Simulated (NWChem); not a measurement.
S[Se][GeH3] (GeH4SeS), optimised at PBE0/def2-SVP with NWChem:

highest occupied level (eV): -6.96
orbital gap (eV): 5.61
dipole (D): 1.51
highest harmonic frequency (cm⁻¹): 2684
zero-point energy (kcal/mol): 21.2

All stand in one matching conformer (torsions within 35°), which need not be the lowest. This build's default masses of Se (78.918 u) and Br (79.917 u) are each other's, which moves their modes by up to 0.6 %.

Question: One Ge atom is replaced by Si, giving [SiH3][Se]S (SiH4SeS), optimised at the same level. How do these values move?

Answer: 
| quantity | new value | change |
|---|---|---|
| highest occupied level (eV) | -7.10 | -0.14 |
| orbital gap (eV) | 5.61 | 0.00 |
| dipole (D) | 1.31 | -0.20 |
| highest harmonic frequency (cm⁻¹) | 2686 | +2 |
| zero-point energy (kcal/mol) | 22.2 | +1.0 |
